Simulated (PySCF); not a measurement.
**I (iodine, neutral) across methods**

[Kr] 4d10 5s1 5p5 5d1, one real determinant (an excited configuration). All numbers are calculated (PySCF 2.14, scalar relativity through the core potential, in aug-cc-pwCVTZ-PP with ECP28MDF). The B2PLYP total includes its PT2 part (frozen core); its orbital energies are those of the SCF part.

| method | E (hartree) | mean ε 5p α (eV) | mean ε 5p β (eV) | mean ε 5d α (eV) | Σ⟨r²⟩ (bohr²) | ⟨S²⟩ |
| --- | --- | --- | --- | --- | --- | --- |
| HSE06 | -294.9733 | -11.175 | -9.179 | -0.014 | 69.88 | 3.753 |
| CAM-B3LYP | -294.9523 | -12.849 | -10.822 | -1.080 | 69.81 | 3.753 |
| r2SCAN | -295.0850 | -10.755 | -8.870 | 0.173 | 69.84 | 3.755 |
| LDA | -294.5448 | -10.326 | -8.947 | 0.256 | 69.92 | 3.752 |
| UHF | -293.92577 | -15.113 | -10.781 | -1.706 | 70.83 | 3.763 |
| PBE | -294.9629 | -10.210 | -8.715 | 0.210 | 69.90 | 3.752 |
| B2PLYP | -294.6920 | -12.781 | -10.085 | -0.730 | 70.28 | 3.756 |
| TPSS | -294.8607 | -10.355 | -8.740 | 0.228 | 69.88 | 3.753 |
| PBE0 | -294.9754 | -11.619 | -9.536 | -0.369 | 69.77 | 3.753 |

⟨L²⟩ = 7.95 against 12 for a pure F term, so this real determinant mixes terms. Energies and moments cover only the electrons outside the core potential. The outer electron is Rydberg-like, and this basis confines it to a smaller radius and binds it less than a complete one would.

The highest occupied level is positive at r2SCAN, LDA, PBE, TPSS: only the finite basis holds that electron, which in a density functional comes from self-interaction.
